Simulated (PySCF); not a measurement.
C3HBrClF. Atoms are numbered in the order given.

```xyz
7

F     -3.3261     0.9501    -0.5289
C     -2.5843    -0.1039    -0.1492
C     -1.2705    -0.1510    -0.2620
C      0.0370    -0.2545    -0.3357
Cl     0.8731    -0.9014    -1.7161
Br     1.1771     0.3072     1.0900
H     -3.1981    -0.9244     0.2655
```
Charge 0, spin multiplicity 1.

Geometry: PBE-D3(BJ)/def2-SVP. This is a generated structure with no PubChem entry under its InChIKey; it may be hypothetical.

Method: PBE-D3(BJ)/def2-SVP (PySCF 2.14.0).

Frequencies are harmonic and unscaled.

Task: Estimate the vibrational spectrum. (The exact figures need the calculation; the answer reports its results.)

Result: 
```
mode  ν (cm⁻¹)  IR (km/mol)  moving atoms (share of kinetic energy)
----  --------  -----------  --------------------------------------
1           82          0.0        F 37 %, Br 24 %, Cl 23 %, C 15 %
2          115          0.5                 C 49 %, F 38 %, Cl 10 %
3          216          0.5                Cl 51 %, Br 22 %, C 20 %
4          256          5.0                  C 49 %, H 23 %, F 18 %
5          368          4.3        C 42 %, Br 22 %, F 17 %, Cl 16 %
6          427          3.4                                  C 88 %
7          473          4.8                         C 66 %, Cl 27 %
8          628         53.6                          C 76 %, F 18 %
9          785        208.4                         C 89 %, Cl 10 %
10         820         15.1                          H 66 %, C 33 %
11        1043        227.3                          C 69 %, F 26 %
12        1217         23.4                  H 70 %, C 19 %, F 11 %
13        1394         46.3                          C 74 %, H 22 %
14        2013        359.7                                  C 99 %
15        3091          4.4                           H 92 %, C 8 %
```
